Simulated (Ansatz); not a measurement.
Ideal-gas functions of `CS[Si](Cl)(Cl)Cl` at 800 K and 1 bar, from an Ansatz frequency run at PBE0-D4/def2-TZVP.

Molar mass 181.55 g/mol, point group Cs (symmetry number 1), electronic degeneracy 1, moments of inertia 398.387, 507.988, 525.092 u Å². Harmonic wavenumbers (cm⁻¹, unscaled): 61, 111, 120, 147, 168, 208, 211, 262, 409, 589, 608, 619, 722, 976, 986, 1349, 1466, 1474, 3072, 3171, 3171.

Use S(trans) = R[1.5 ln M + 2.5 ln T − 1.1517]; rotational temperatures θ = 24.2544 K / I; S(rot) = R[ln(√π/σ · √(T³/θAθBθC)) + 1.5]; for each mode x = 1.438777 ν̃/T, S = R[x/(eˣ − 1) − ln(1 − e⁻ˣ)] and H = RT x/(eˣ − 1); 1 cm⁻¹ = 0.0119627 kJ/mol; R = 8.31446 J/(mol·K).

**Question.** By hand: the entropy, in J/(mol·K).

**Answer.** Translation 194.2. Rotation: θ = 0.0609, 0.0477, 0.0462 K, giving 137.7. Vibration, mode by mode: 26.69, 21.73, 21.08, 19.40, 18.30, 16.54, 16.42, 14.65, 11.05, 8.21, 7.97, 7.84, 6.70, 4.63, 4.56, 2.72, 2.31, 2.28, 0.22, 0.19, 0.19, in all 213.7. Electronic 0.0. Sum 545.6 J/(mol·K).

**Question.** By hand: H − E and G − E in kJ/mol, counted from the electronic energy.

**Answer.** Zero-point energy ½ × 19900 × 0.0119627 = 119.0; thermal vibration 74.2; translation, rotation and pV give 4 RT = 26.6. H − E = 219.8 kJ/mol, and G − E = 219.8 − 800 × 545.6/1000 = -216.7 kJ/mol.

Vibration gives 39 % of the entropy, 88.9 J/(mol·K) of it from the modes under 150 cm⁻¹: soft modes count most, and the harmonic formula is weakest for them. The sum counts one conformer and one mirror image; others add a mixing term.
